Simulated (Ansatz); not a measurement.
Start from `[SiH3]N[SiH3]` and change one atom or group to get `[SiH3][NH][GeH3]`.

Ansatz, PBE0-D4/def2-TZVP geometries, multiplicity 1. 

Scalar relativity is left out up to krypton.

```csv
property,`[SiH3]N[SiH3]`
HOMO energy (PBE0/def2-TZVPP) / eV,-7.52
HOMO–LUMO gap (B3LYP/def2-TZVPP) / eV,7.01
LUMO energy (PBE0/def2-TZVPP) / eV,-0.08
LUMO energy (ωB97M-V/def2-TZVPP) / eV,1.52
LUMO energy (PBE/def2-TZVPP) / eV,-0.92
HOMO energy (PBE/def2-TZVPP) / eV,-6.19
```

Q: What does the change do to each property? (Best estimate.)

A: Computed: 
```json
{"property": "HOMO energy (PBE0/def2-TZVPP) / eV", "`[SiH3][NH][GeH3]`": "-7.28", "shift": "0.24"}
{"property": "HOMO–LUMO gap (B3LYP/def2-TZVPP) / eV", "`[SiH3][NH][GeH3]`": "6.81", "shift": "-0.20"}
{"property": "LUMO energy (PBE0/def2-TZVPP) / eV", "`[SiH3][NH][GeH3]`": "-0.01", "shift": "0.07"}
{"property": "LUMO energy (ωB97M-V/def2-TZVPP) / eV", "`[SiH3][NH][GeH3]`": "1.62", "shift": "0.10"}
{"property": "LUMO energy (PBE/def2-TZVPP) / eV", "`[SiH3][NH][GeH3]`": "-0.85", "shift": "0.07"}
{"property": "HOMO energy (PBE/def2-TZVPP) / eV", "`[SiH3][NH][GeH3]`": "-5.94", "shift": "0.25"}
```

With PBE0 the HOMO rises by 0.24 eV and the LUMO rises by 0.07 eV, so the gap narrows by about 0.17 eV. PBE moves the HOMO by 0.25 eV and ωB97M-V by 0.25 eV.

B3LYP here is the variant with VWN-RPA as its local correlation; programs differ in this.
